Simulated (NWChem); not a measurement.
**Basis-set convergence for HFGeS**

```xyz
4

Ge     0.0677     0.6801     0.0000
F     -1.6858     0.3923     0.0000
S      0.6872    -1.5081     0.0000
H      2.0085    -1.1663     0.0000
```
Charge 0, spin multiplicity 1.

Program: NWChem. All single points use one geometry, from PBE/def2-SVP, a minimum by its harmonic frequencies. It is one conformer; others weren't searched.

Quantity: dipole moment at the level PBE.

The Hamiltonian is non-relativistic. The Pople sets run with spherical d functions. The structure started from a generated list of species.

```
basis        functions  dipole moment (D)
-----------  ---------  -----------------
STO-3G              33         (withheld)
3-21G               46         (withheld)
6-31G*              66               2.42
def2-SVP            69               2.43
aug-pcseg-1         95               2.51
aug-cc-pVDZ         95               2.51
def2-TZVP          122               2.50
def2-TZVPP         135               2.48
aug-cc-pVTZ        178               2.48
def2-QZVP          232               2.48
```

### Question
Complete the blanks.

### Answer

- STO-3G, dipole moment (D): 0.45
- 3-21G, dipole moment (D): 2.58
